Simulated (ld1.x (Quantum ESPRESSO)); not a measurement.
**Which change was made? (S, TM)**

S, norm-conserving Troullier–Martins (Kleinman–Bylander form), made with ld1.x (Quantum ESPRESSO) 7.5 (PW91, scalar-relativistic). Core [Ne], reference 3s2 3p4. Waves: 3s (bound): rc 1.45 bohr; 3p (bound): rc 1.80 bohr; 3d channel at -0.1 Ry: rc 1.65 bohr. Local part: all-electron potential smoothed inside 1.40 bohr (lloc = -1). Core correction: none.

Cutoffs, loose and tight: the cutoffs (Ry, on a coarse ladder) from which the occupation-weighted sum of valence levels, in a spherical-Bessel basis at the reference potential, stays within 10 and 1 mRy of its value at 400 Ry. They do not see the model core or the augmentation charge, which bear on the density cutoff. Test errors are all-electron minus pseudo excitation energies from the reference, over the configurations 3s2 3p3; 3s2 3p2; 3s2 3p1; 3s1 3p4; 3s2 3p4.3; 3s2 3p3.5; 3s1 3p5; variants that change the core or the reference have their own tests. The largest error is taken over the tests solved by every variant that gives reliable tests at all, those not shown here included: 3s1 3p5; 3s2 3p3; 3s2 3p3.5; 3s2 3p4.3.

The base gives: outcome: generated; cutoff, loose: 30 Ry; cutoff, tight: 60 Ry; bound ghosts: none; largest test error (meV): +3.5.

**Question.** After one change the result is: outcome: generated; cutoff, loose: 35 Ry; cutoff, tight: 60 Ry; bound ghosts: none; largest test error (meV): -0.4. Which change was it?
A. local potential all-electron potential smoothed inside 2.10 bohr (lloc = -1)
B. local potential all-electron potential smoothed inside 1.70 bohr (lloc = -1)
C. local potential all-electron potential smoothed inside 0.74 bohr (lloc = -1)

**Answer.** A. The others give: local potential all-electron potential smoothed inside 1.70 bohr (lloc = -1) → outcome: generated; cutoff, loose: 35 Ry; cutoff, tight: 60 Ry; bound ghosts: none; largest test error (meV): +2.9 | local potential all-electron potential smoothed inside 0.74 bohr (lloc = -1) → outcome: generated; cutoff, loose: 50 Ry; cutoff, tight: 60 Ry; bound ghosts: s; largest test error (meV): +1.5.
